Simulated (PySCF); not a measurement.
methoxy(methylsulfanyl)methane (C₃H₈OS), SMILES COCSC. Geometry optimised at PBE-D3(BJ)/def2-SVP. One conformer was computed; it need not be the lowest.

Computed equilibrium geometry at PBE-D3(BJ)/def2-SVP (PySCF confirms it by a frequency run) as a Z-matrix (one conformer of several):
```
C
O 1 1.3950
H 1 1.1075 2 106.40
C 2 1.4106 1 114.30 3 178.73
H 4 1.1067 2 107.44 1 -176.11
H 4 1.1148 5 108.85 2 120.65
H 4 1.1184 5 108.79 6 117.93
H 1 1.1190 3 109.02 2 121.19
S 1 1.8505 3 105.76 8 113.99
C 9 1.8239 1 101.43 3 -142.29
H 10 1.1073 9 106.47 1 172.61
H 10 1.1081 11 108.54 9 -121.57
H 10 1.1088 11 108.24 12 -118.85
```
Charge 0, spin multiplicity 1.
